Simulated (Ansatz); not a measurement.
One geometry of SnO2, several levels of theory.

```yaml
crystal:
  periodic: [false, false, false]
  atoms:
    - {symbol: Sn, position_ang: [0.000062, 0.000000, 0.000008]}
    - {symbol: O, position_ang: [-0.080179, 1.768361, 0.395097]}
    - {symbol: O, position_ang: [0.080126, -1.768361, -0.395115]}
basis:
  gaussian: {orbitals: def2-TZVPP, initial_orbitals: start.molden}
correlation: {method: ccsd_t}
scf: {omitted_lower_state_checks: [starts]}
output: {orbitals: {seedname: orbitals}}
```

The file start.molden holds the orbitals of an earlier run on this structure, at another level or in another basis.

```sh
$ ansatz run in.yaml --threads 2 --pin off --events-out ev --progress --plain --max-ram 4352MiB
```

Output, abridged:

```
Functional definition: HF
886 factors; integrals over basis functions are off by at most 7.4e-4 eV
mean field evaluation 1: about -9877.1966 eV, gradient 2.2e1 eV
mean field evaluation 2: about -9878.0448 eV, gradient 1.0e0 eV
mean field evaluation 4: about -9878.3171 eV, gradient 2.9e-2 eV
mean field evaluation 8: about -9878.3172 eV, gradient 5.4e-7 eV
mean field -9878.31718928 eV, -363.0214609423 hartree, gradient 1.1e-6 eV, S^2 0.000000; 0 other end points of the search recorded, 0 dependent functions left out; unrestricted orbitals would lower it
mean field evaluation 16: about -9878.3655 eV, gradient 2.5e-1 eV
6 core orbitals not correlated: weight in the atoms' cores, before any rotation towards them, 1.000 or more for the frozen orbitals, at most 0.000 for the correlated occupied ones
reference -9878.31718928 eV, -363.0214609423 hartree; 13, 13 occupied and 93, 93 virtual orbitals, 886 factors
second order -22.37448465 eV of doubles, -0.00000000 eV of singles
cycle   1  -20.06563421 eV  change     2.3e0 eV  update   2.5e-1
cycle   2  -21.14088811 eV  change    -1.1e0 eV  update   1.4e-1
cycle   3  -21.39403663 eV  change   -2.5e-1 eV  update   4.8e-2
cycle   4  -21.36852724 eV  change    2.6e-2 eV  update   1.9e-2
cycle   5  -21.35809213 eV  change    1.0e-2 eV  update   5.0e-3
cycle   6  -21.36034939 eV  change   -2.3e-3 eV  update   1.9e-3
cycle   7  -21.35872825 eV  change    1.6e-3 eV  update   7.4e-4
cycle   8  -21.35805461 eV  change    6.7e-4 eV  update   2.7e-4
cycle   9  -21.35829987 eV  change   -2.5e-4 eV  update   1.4e-4
cycle  10  -21.35822718 eV  change    7.3e-5 eV  update   4.8e-5
cycle  11  -21.35820203 eV  change    2.5e-5 eV  update   2.0e-5
perturbative correction -1.14311115 eV, -0.0420085601 hartree
Total energy: -9900.81850247 eV, -363.8483689498 hartree
Checks for a lower state left out: starts
```

Run time 4.4 s (2 threads of Arm Neoverse V2 on a shared host).

As the first input, with `gaussian: {orbitals: def2-TZVP, initial_orbitals: start.molden}`, `hamiltonian: {xc: {name: LC-wPBE, parameters: {omega: 0.2/bohr}}}` and without the key `correlation` (abridged; 1 s):

```
Functional definition: LC-wPBE
mean field -9922.49740685 eV, -364.6450539915 hartree, gradient 9.3e-6 eV, S^2 0.000000
Total energy: -9922.49740688 eV, -364.6450539924 hartree
Checks for a lower state left out: starts
```

The first input with `gaussian: {orbitals: def2-TZVP, initial_orbitals: start.molden}`, `hamiltonian: {xc: pbe0, dispersion: d4}` and without the key `correlation`, `scf` (abridged; 1.2 s):

```
Functional definition: PBE0
mean field evaluation 16: about -9920.7551 eV, gradient 4.5e-2 eV
mean field -9920.75506764 eV, -364.5810242066 hartree, gradient 1.9e-5 eV, S^2 0.000000; 1 other end points of the search recorded, 0 dependent functions left out
Total energy: -9920.80108052 eV, -364.5827151485 hartree
```

The first input with `gaussian: {orbitals: def2-TZVP, initial_orbitals: start.molden}`, `hamiltonian: {xc: r2scan, dispersion: d4}` and without the key `correlation` (abridged; 1.7 s):

```
Functional definition: r2SCAN
mean field -9925.47541032 eV, -364.7544936003 hartree, gradient 7.8e-6 eV, S^2 0.000000
Total energy: -9925.48690006 eV, -364.7549158407 hartree
Checks for a lower state left out: starts
```

First input, but with `gaussian: {orbitals: def2-TZVPD, initial_orbitals: start.molden}`, `hamiltonian: {xc: r2scan, dispersion: d4}` and without the key `correlation` (abridged; 2.1 s):

```
Functional definition: r2SCAN
mean field -9925.51949217 eV, -364.7561135785 hartree, gradient 1.2e-5 eV, S^2 0.000000
Total energy: -9925.53098588 eV, -364.7565359646 hartree
Checks for a lower state left out: starts
```

First input, but with `gaussian: {orbitals: def2-TZVP, initial_orbitals: start.molden}`, `hamiltonian: {xc: {name: BLYP}, dispersion: d4}` and without the key `correlation` (abridged; 0.8 s):

```
Functional definition: BLYP
mean field -9924.05618920 eV, -364.7023381863 hartree, gradient 7.3e-5 eV, S^2 0.000000
Total energy: -9924.17614581 eV, -364.7067465102 hartree
Checks for a lower state left out: starts
```

The first input with `gaussian: {orbitals: def2-TZVP, initial_orbitals: start.molden}`, `hamiltonian: {xc: {name: wB97M-V}}` and without the key `correlation` (abridged; 3.4 s):

```
Functional definition: wB97M-V
mean field -9922.57906739 eV, -364.6480549608 hartree, gradient 8.5e-6 eV, S^2 0.000000
Total energy: -9922.57911712 eV, -364.6480567886 hartree
Checks for a lower state left out: starts
```

Geometry: B3LYP-D4/def2-TZVP.

In the def2 sets Sn takes a core potential; there is no spin–orbit coupling. Correlated methods freeze 6 core orbitals; core or outer-core shells of Sn are correlated, in sets that lack core-valence functions. At CCSD(T)/def2-TZVPP T1 of the charge 0 singlet is large (up to 0.031), so the single-reference result is doubtful. At CCSD(T)/def2-TZVPP the restricted singlet (for correlated methods, its reference) is unstable: a solution with broken spin symmetry lies lower. The structure comes from a short search, and lower isomers may exist.
